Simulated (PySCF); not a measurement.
A side-by-side comparison of computed properties.

First species: C6H7F3O.
InChI=1S/C6H7F3O/c7-6(8,9)10-4-5-2-1-3-5/h4H,1-3H2

Second species: C₉H₁₀O₂.
Cartesian coordinates in Å at the PBE0-D3(BJ)/def2-SVP level; atoms count from 1:
```xyz
21
C9H10O2 angstrom
C      4.059    0.191    0.844
O      2.648    0.296    0.841
C      2.020   -0.338   -0.158
O      2.605   -0.964   -1.007
C      0.546   -0.181   -0.093
C     -0.228   -0.828   -1.061
C     -1.612   -0.711   -1.042
C     -2.258    0.056   -0.062
C     -3.750    0.210   -0.067
C     -1.472    0.696    0.904
C     -0.086    0.582    0.894
H      4.488    0.627   -0.070
H      4.374   -0.862    0.902
H      4.408    0.741    1.726
H      0.282   -1.423   -1.822
H     -2.209   -1.225   -1.801
H     -4.246   -0.672   -0.495
H     -4.143    0.370    0.947
H     -4.049    1.081   -0.675
H     -1.958    1.293    1.681
H      0.518    1.082    1.652
```

Levels: wB97X-D/def2-SVPD for dipole moment, HOMO energy, LUMO energy, HOMO–LUMO gap, static isotropic polarisability and electronic spatial extent ⟨r²⟩ about the centre of nuclear charge; TDDFT wB97X-D/def2-SVPD for lowest singlet excitation; TDA wB97X-D/def2-SVPD for lowest triplet excitation (Tamm–Dancoff); PBE0-D3(BJ)/def2-SVP for rotational constant A and rotational constant C. Geometries: PBE0-D3(BJ)/def2-SVP. Each species is one conformer at its optimised geometry, gas phase, non-relativistic unless stated; the electronic structure was computed with PySCF and density fitting.

The conformers computed, where there is a choice (atom-mapped SMILES and torsion angles):
- `[F:1][C:2]([F:3])([F:4])[O:5][CH:6]=[C:7]1[CH2:8][CH2:9][CH2:10]1`: F1–C2–O5–C6 -176°, C2–O5–C6–C7 -157°
- `[CH3:1][O:2][C:3](=[O:4])[c:5]1[cH:6][cH:7][c:8]([CH3:9])[cH:10][cH:11]1`: C1–O2–C3–O4 0°, O2–C3–C5–C6 -178°

Task: Which has the higher HOMO energy?

Result: The first: -8.87 eV against -9.01 eV, a difference of 0.14 eV.

Task: Which has the higher HOMO–LUMO gap?

Result: The first: 10.61 eV against 9.39 eV, a difference of 1.22 eV.

Task: Which has the higher rotational constant C?

Result: The first: 0.575 GHz against 0.499 GHz, a difference of 0.076 GHz.

Task: Which has the higher static isotropic polarisability?

Result: The second: 114.9 au against 78.4 au, a difference of 36.5 au.

Task: Which has the higher ⟨r²⟩?

Result: The second: 2215 bohr² against 1896 bohr², a difference of 319 bohr².

Task: Which of the two has the higher S1 energy, and by how much?

Result: The first: 6.69 eV against 5.13 eV, a difference of 1.56 eV.

Task: Which has the higher T1 energy?

Result: The first: 4.16 eV against 3.83 eV, a difference of 0.33 eV.

Task: Which has the higher LUMO energy?

Result: The first: 1.74 eV against 0.38 eV, a difference of 1.36 eV.

On the first: The dipole matches unit charges of opposite sign 0.54 Å apart (1 e·Å = 4.8032 D). The polarisability is 11.62 Å³ as a volume (1 au = 0.148185 Å³), or 1.01 au for each of the 78 electrons.

On the second: S1 lies 4.26 eV below the HOMO–LUMO gap; its leading configuration is HOMO−1→LUMO, weight 0.65, beside HOMO→LUMO+1, weight 0.33. The 10 singlets span 5.13 to 7.63 eV, and their oscillator strengths add up to 1.41.
